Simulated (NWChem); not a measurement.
System: GeF₂, singlet; SMILES [F][Ge][F]

Parts of the log:

```
             Northwest Computational Chemistry Package (NWChem) 7.3.0
             --------------------------------------------------------

 C2V symmetry detected

                             Geometry "geometry" -> ""
                             -------------------------

 Output coordinates in angstroms (scale by  1.889725989 to convert to a.u.)

  No.       Tag          Charge          X              Y              Z
 ---- ---------------- ---------- -------------- -------------- --------------
    1 Ge                  32.0000     0.00000000     0.00000000     0.41596416
    2 F                    9.0000    -1.31051600     0.00000000    -0.73949184
    3 F                    9.0000     1.31051600     0.00000000    -0.73949184

 Effective nuclear repulsion energy (a.u.)     190.8127167508

      Symmetry information
      --------------------

 Group name             C2v
 Group number             16
 Group order               4
 No. of unique centers     2

                                 NWChem DFT Module
                                 -----------------

 Summary of "ao basis" -> "ao basis" (spherical)
 ------------------------------------------------------------------------------
       Tag                 Description            Shells   Functions and Types
 ---------------- ------------------------------  ------  ---------------------
 Ge                         def2-svp                12       32   5s4p3d
 F                          def2-svp                 6       14   3s2p1d

      Symmetry analysis of basis
      --------------------------

        a1         25
        a2          7
        b1         17
        b2         11

            General Information
            -------------------
          SCF calculation type: DFT
          Wavefunction type:  closed shell.
          No. of atoms     :     3
          No. of electrons :    50
           Alpha electrons :    25
            Beta electrons :    25
          Charge           :     0
          Spin multiplicity:     1
          Use of symmetry is: on ; symmetry adaption is: on
          Maximum number of iterations: 150
          AO basis - number of functions:    60
                     number of shells:    24
          Convergence on energy requested:  1.00D-06
          Convergence on density requested:  1.00D-05
          Convergence on gradient requested:  5.00D-04

              XC Information
              --------------
                         PBE0 Method XC Functional
                     Hartree-Fock (Exact) Exchange  0.250
          PerdewBurkeErnzerhof Exchange Functional  0.750
            Perdew 1991 LDA Correlation Functional  1.000 local
           PerdewBurkeErnz. Correlation Functional  1.000 non-local

             Grid Information
             ----------------
          Grid used for XC integration:  medium
          Radial quadrature: Mura-Knowles
          Angular quadrature: Lebedev.
          Tag              B.-S. Rad. Rad. Pts. Rad. Cut. Ang. Pts.
          ---              ---------- --------- --------- ---------
          Ge                  1.25      112           6.0       590
          F                   0.50       49           7.0       434
          Grid pruning is: on
          Number of quadrature shells:   161
          Spatial weights used:  Erf1

      Superposition of Atomic Density Guess
      -------------------------------------

 Sum of atomic energies:       -2273.62851310

      Non-variational initial energy
      ------------------------------

 Total energy =   -2273.599973
 1-e energy   =   -3553.720085
 2-e energy   =    1089.307395
 HOMO         =      -0.344125
 LUMO         =      -0.031462

      Symmetry analysis of molecular orbitals - initial
      -------------------------------------------------

  Numbering of irreducible representations:

     1 a1          2 a2          3 b1          4 b2

  Orbital symmetries:

     1 a1          2 a1          3 b1          4 a1          5 b2
     6 a1          7 b1          8 a1          9 b1         10 a1
    11 b2         12 a1         13 b1         14 a1         15 a2
    16 b2         17 a1         18 b1         19 a1         20 b1
    21 a1         22 b2         23 a2         24 b1         25 a1
    26 b2         27 b1         28 a1         29 a1         30 b2
    31 b1         32 a1         33 b2         34 a2         35 a1

   convergence    iter        energy       DeltaE   RMS-Dens  Diis-err
 ---------------- ----- ----------------- --------- --------- ---------
 d= 0,ls=0.0,diis     1  -2275.7779851708 -2.47D+03  2.68D-02  8.91D-01
 d= 0,ls=0.0,diis     2  -2275.5593386340  2.19D-01  1.43D-02  3.58D+00
 d= 0,ls=0.0,diis     3  -2275.8879662191 -3.29D-01  5.94D-04  1.09D-02
 d= 0,ls=0.0,diis     4  -2275.8883853184 -4.19D-04  3.43D-04  2.05D-03
 d= 0,ls=0.0,diis     5  -2275.8884697515 -8.44D-05  9.50D-05  8.94D-05
  Resetting Diis
 d= 0,ls=0.0,diis     6  -2275.8884747660 -5.01D-06  8.13D-06  2.31D-07
 d= 0,ls=0.0,diis     7  -2275.8884747931 -2.72D-08  1.12D-06  2.55D-09

         Total DFT energy =    -2275.888474793117
      One electron energy =    -3553.524782231315
           Coulomb energy =     1186.406593067217
    Exchange-Corr. energy =      -99.583002379857
 Nuclear repulsion energy =      190.812716750837

 Numeric. integr. density =       50.000004782663

                  Occupations of the irreducible representations
                  ----------------------------------------------

                     irrep           alpha         beta
                     --------     --------     --------
                     a1               12.0         12.0
                     a2                2.0          2.0
                     b1                7.0          7.0
                     b2                4.0          4.0

                       DFT Final Molecular Orbital Analysis
                       ------------------------------------

 Vector   23  Occ=2.000000D+00  E=-4.122409D-01  Symmetry=a2
              MO Center= -1.0D-14, -1.3D-15, -7.2D-01, r^2= 2.2D+00
   Bfn.  Coefficient  Atom+Function         Bfn.  Coefficient  Atom+Function
  ----- ------------  ---------------      ----- ------------  ---------------
    37      0.466640  2 F  py                51     -0.466640  3 F  py
    40     -0.333142  2 F  py                54      0.333142  3 F  py
    28      0.066915  1 Ge d -2              18     -0.054993  1 Ge d -2

 Vector   24  Occ=2.000000D+00  E=-4.005815D-01  Symmetry=b1
              MO Center= -2.1D-14,  1.9D-15, -7.1D-01, r^2= 2.2D+00
   Bfn.  Coefficient  Atom+Function         Bfn.  Coefficient  Atom+Function
  ----- ------------  ---------------      ----- ------------  ---------------
    36      0.413103  2 F  px                50      0.413103  3 F  px
    39     -0.292791  2 F  px                53     -0.292791  3 F  px
    38     -0.238020  2 F  pz                52      0.238020  3 F  pz
    41      0.164363  2 F  pz                55     -0.164363  3 F  pz
    15     -0.088005  1 Ge px                21     -0.048761  1 Ge d  1

 Vector   25  Occ=2.000000D+00  E=-3.233837D-01  Symmetry=a1
              MO Center= -3.2D-15,  8.9D-15,  4.3D-01, r^2= 2.4D+00
   Bfn.  Coefficient  Atom+Function         Bfn.  Coefficient  Atom+Function
  ----- ------------  ---------------      ----- ------------  ---------------
     4      0.550274  1 Ge s                  5      0.353932  1 Ge s
     3     -0.336199  1 Ge s                 38      0.282981  2 F  pz
    52      0.282981  3 F  pz                14      0.273624  1 Ge pz
    41     -0.213025  2 F  pz                55     -0.213025  3 F  pz
    11     -0.154451  1 Ge pz                17      0.139397  1 Ge pz

 Vector   26  Occ=0.000000D+00  E=-9.024172D-02  Symmetry=b2
              MO Center= -4.3D-15,  1.2D-15,  4.1D-01, r^2= 2.7D+00
   Bfn.  Coefficient  Atom+Function         Bfn.  Coefficient  Atom+Function
  ----- ------------  ---------------      ----- ------------  ---------------
    16      0.637995  1 Ge py                13      0.491714  1 Ge py
    10     -0.261384  1 Ge py                37      0.193431  2 F  py
    51      0.193431  3 F  py                40     -0.172024  2 F  py
    54     -0.172024  3 F  py                 7      0.084325  1 Ge py
    29      0.053945  1 Ge d -1

 Vector   27  Occ=0.000000D+00  E= 1.124900D-02  Symmetry=b1
              MO Center= -7.4D-15, -1.5D-15,  6.5D-01, r^2= 3.2D+00
   Bfn.  Coefficient  Atom+Function         Bfn.  Coefficient  Atom+Function
  ----- ------------  ---------------      ----- ------------  ---------------
    15      0.901624  1 Ge px                12      0.355636  1 Ge px
    35      0.280971  2 F  s                 49     -0.280971  3 F  s
     9     -0.203602  1 Ge px                38     -0.181448  2 F  pz
    52      0.181448  3 F  pz                41      0.170336  2 F  pz
    55     -0.170336  3 F  pz                31     -0.124915  1 Ge d  1

 Vector   28  Occ=0.000000D+00  E= 4.828215D-02  Symmetry=a1
              MO Center= -1.9D-14,  2.8D-16,  1.7D-01, r^2= 3.3D+00
   Bfn.  Coefficient  Atom+Function         Bfn.  Coefficient  Atom+Function
  ----- ------------  ---------------      ----- ------------  ---------------
    17      0.912287  1 Ge pz                 4     -0.358933  1 Ge s
    35      0.346011  2 F  s                 49      0.346011  3 F  s
    14      0.294118  1 Ge pz                 5     -0.280968  1 Ge s
    39      0.209097  2 F  px                53     -0.209097  3 F  px
    36     -0.202895  2 F  px                50      0.202895  3 F  px

     Multipole analysis of the density
     ---------------------------------

     L   x y z        total         alpha         beta         nuclear
     -   - - -        -----         -----         ----         -------
     0   0 0 0     -0.000000    -25.000000    -25.000000     50.000000

     1   1 0 0      0.000000      0.000000      0.000000      0.000000
     1   0 1 0     -0.000000     -0.000000     -0.000000      0.000000
     1   0 0 1      0.920003      0.460001      0.460001      0.000000

     2   2 0 0    -22.235320    -66.315850    -66.315850    110.396380
     2   1 1 0     -0.000000     -0.000000     -0.000000      0.000000
     2   1 0 1     -0.000000     -0.000000     -0.000000      0.000000
     2   0 2 0    -17.195866     -8.597933     -8.597933      0.000000
     2   0 1 1      0.000000      0.000000      0.000000      0.000000
     2   0 0 2    -20.505313    -37.714329    -37.714329     54.923344

                                 NWChem DFT Module
                                 -----------------

      Symmetry analysis of basis
      --------------------------

        a1         25
        a2          7
        b1         17
        b2         11

            General Information
            -------------------
          SCF calculation type: DFT
          Wavefunction type:  spin polarized.
          No. of atoms     :     3
          No. of electrons :    49
           Alpha electrons :    25
            Beta electrons :    24
          Charge           :     1
          Spin multiplicity:     2
          Use of symmetry is: on ; symmetry adaption is: on
          Maximum number of iterations: 150
          AO basis - number of functions:    60
                     number of shells:    24
          Convergence on energy requested:  1.00D-06
          Convergence on density requested:  1.00D-05
          Convergence on gradient requested:  5.00D-04

              XC Information
              --------------
                         PBE0 Method XC Functional
                     Hartree-Fock (Exact) Exchange  0.250
          PerdewBurkeErnzerhof Exchange Functional  0.750
            Perdew 1991 LDA Correlation Functional  1.000 local
           PerdewBurkeErnz. Correlation Functional  1.000 non-local

             Grid Information
             ----------------
          Grid used for XC integration:  medium
          Radial quadrature: Mura-Knowles
          Angular quadrature: Lebedev.
          Tag              B.-S. Rad. Rad. Pts. Rad. Cut. Ang. Pts.
          ---              ---------- --------- --------- ---------
          Ge                  1.25      112           6.0       590
          F                   0.50       49           7.0       434
          Grid pruning is: on
          Number of quadrature shells:   161
          Spatial weights used:  Erf1

      Superposition of Atomic Density Guess
      -------------------------------------

 Sum of atomic energies:       -2273.62851310

 Renormalizing density from      50.00 to     49

      Non-variational initial energy
      ------------------------------

 Total energy =   -2245.662144
 1-e energy   =   -3482.645683
 2-e energy   =    1046.170822
 HOMO         =      -0.751473
 LUMO         =      -0.390920

   Symmetry analysis of molecular orbitals - initial alpha
   -------------------------------------------------------

  Numbering of irreducible representations:

     1 a1          2 a2          3 b1          4 b2

  Orbital symmetries:

     1 a1          2 a1          3 b1          4 a1          5 b2
     6 a1          7 b1          8 a1          9 b1         10 a1
    11 b2         12 b1         13 a1         14 a1         15 a2
    16 b2         17 a1         18 b1         19 a1         20 b1
    21 a1         22 b2         23 a2         24 b1         25 a1
    26 b2         27 b1         28 a1         29 a1         30 b2
    31 a1         32 b1         33 b2         34 a2         35 a1

   Symmetry analysis of molecular orbitals - initial beta
   ------------------------------------------------------

  Numbering of irreducible representations:

     1 a1          2 a2          3 b1          4 b2

  Orbital symmetries:

     1 a1          2 a1          3 b1          4 a1          5 b2
     6 a1          7 b1          8 a1          9 b1         10 a1
    11 b2         12 b1         13 a1         14 a1         15 a2
    16 b2         17 a1         18 b1         19 a1         20 b1
    21 a1         22 b2         23 a2         24 b1         25 a1
    26 b2         27 b1         28 a1         29 a1         30 b2
    31 a1         32 b1         33 b2         34 a2         35 a1

   convergence    iter        energy       DeltaE   RMS-Dens  Diis-err
 ---------------- ----- ----------------- --------- --------- ---------
 d= 0,ls=0.0,diis     1  -2275.1005541247 -2.47D+03  1.70D-02  1.54D+00
                                                     1.92D-02  1.54D+00
 d= 0,ls=0.0,diis     2  -2274.5584703603  5.42D-01  1.27D-02  2.87D+00
                                                     1.70D-02  2.67D+00
 d= 0,ls=0.0,diis     3  -2275.3584847872 -8.00D-01  3.91D-03  3.12D-01
                                                     6.10D-03  3.25D-01
 d= 0,ls=0.0,diis     4  -2275.4634225810 -1.05D-01  7.84D-04  2.16D-03
                                                     5.01D-04  1.48D-03
 d= 0,ls=0.0,diis     5  -2275.4641162829 -6.94D-04  2.11D-04  2.70D-04
                                                     1.45D-04  1.44D-04
  Resetting Diis
 d= 0,ls=0.0,diis     6  -2275.4642417180 -1.25D-04  7.54D-05  6.65D-06
                                                     9.38D-05  3.15D-06
 d= 0,ls=0.0,diis     7  -2275.4642509689 -9.25D-06  9.49D-06  1.56D-07
                                                     2.78D-05  5.60D-07
 d= 0,ls=0.0,diis     8  -2275.4642514888 -5.20D-07  8.25D-06  6.90D-07
                                                     4.40D-06  1.63D-07

         Total DFT energy =    -2275.464251488833
      One electron energy =    -3536.923958141840
           Coulomb energy =     1169.845768254188
    Exchange-Corr. energy =      -99.198778352017
 Nuclear repulsion energy =      190.812716750837

 Numeric. integr. density =       49.000005048766

[...]
```

Level: PBE0/def2-SVP, vertical spin-unrestricted ions. Low-valent species are run as closed-shell singlets; no triplet was tried in these runs. Coordinates come from a PBE0/def2-SVP optimisation.

Problem. Reconstruct the input file.

Solution. One answer among several that fit: the input that was run:
```
start job
memory heap 200 mb stack 900 mb global 1100 mb
geometry units angstroms noautoz
  Ge     0.000000     0.000000     0.396074
  F     -1.310516     0.000000    -0.759382
  F      1.310516     0.000000    -0.759382
end
basis spherical
  * library def2-svp
end
dft
  xc pbe0
  iterations 150
  vectors input atomic output neutral.movecs
end
task dft energy
charge 1
dft
  odft
  mult 2
  vectors input atomic output cation.movecs
end
task dft energy
```
